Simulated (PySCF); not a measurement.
Geometries of 2 isomers of C5H6Se, from PySCF 2.14.0, PBE0-D3(BJ)/def2-SVP geometry optimisation, gas phase. One conformer each, no zero-point energy, no frequencies.

Question: Which isomer lies lower at this level?
A.
```xyz
12
angstrom
C     -1.717   -0.217    0.025
C     -0.260    0.128    0.001
C      0.774   -0.869   -0.021
C      2.050   -0.389   -0.042
Se     2.079    1.465   -0.032
C      0.225    1.408   -0.004
H     -2.344    0.684    0.030
H     -1.997   -0.819   -0.855
H     -1.971   -0.811    0.918
H      0.552   -1.940   -0.020
H      2.974   -0.966   -0.061
H     -0.361    2.326    0.009
```
B.
```xyz
12
angstrom
C     -0.891    1.867    0.009
C     -0.789    0.657   -0.009
C     -0.628   -0.755   -0.030
C     -1.673   -1.602   -0.063
Se     1.162   -1.445   -0.011
C      2.172    0.206    0.060
H     -1.002    2.936    0.025
H     -1.529   -2.685   -0.077
H     -2.694   -1.218   -0.077
H      3.227   -0.099    0.075
H      1.978    0.821   -0.827
H      1.938    0.769    0.973
```

Answer: A. That is `Cc1cc[se]c1`, 59.3 kcal/mol below the other.

```
       SMILES                   atoms numbered as above       E (Eh)  relative (kcal/mol)  relative (kJ/mol)  dipole (D)
  Cc1cc[se]c1    [CH3:1][c:2]1[cH:3][cH:4][se:5][cH:6]1  -2594.74043                  0.0                0.0        0.70
C#CC(=C)[Se]C  [CH:1]#[C:2][C:3](=[CH2:4])[Se:5][CH3:6]  -2594.64589                 59.3              248.2        1.28
```

As drawn, the lower has an aromatic ring, which the higher lacks; the higher has a C≡C bond and a C=C bond outside aromatic rings, which the lower lacks.
